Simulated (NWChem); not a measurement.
System: CCl$_{2}$FNOSi; SMILES O=C=N[Si](F)(Cl)Cl

```xyz
7

O     -0.0019     3.5985     0.1951
C     -0.0016     2.4492     0.0268
N     -0.0014     1.2624    -0.1551
Si     0.0000    -0.4167    -0.2812
F     -0.0005    -0.8138    -1.8335
Cl    -1.6667    -1.1961     0.5734
Cl     1.6689    -1.1933     0.5717
```
Atoms are numbered in this order, from 1.

Level: PBE0/def2-SVP (NWChem), optimised geometry, unscaled harmonic frequencies. 

| frequency (cm⁻¹) | IR intensity (km/mol) |
|---|---|
| 40 | 0.1 |
| 49 | 0.1 |
| 170 | 1.1 |
| 205 | 0.2 |
| 252 | 19.0 |
| 301 | 23.9 |
| 303 | 17.4 |
| 477 | 10.2 |
| 628 | 17.3 |
| 631 | 34.2 |
| 664 | 291.2 |
| 700 | 319.0 |
| 952 | 165.7 |
| 1579 | 87.8 |
| 2500 | 1672.3 |

The zero-point energy is 13.5 kcal/mol and the thermal correction to the enthalpy at 298.15 K (with zero-point energy) is 19.0 kcal/mol. The heat capacity Cv is 24.2 cal/(mol K). The entropy at 298.15 K and 1 atm (symmetry number 1) is 92.3 cal/(mol K). The dipole moment is 0.50 D.

Rigid rotor and harmonic oscillator; modes under 100 cm⁻¹ make the entropy uncertain.
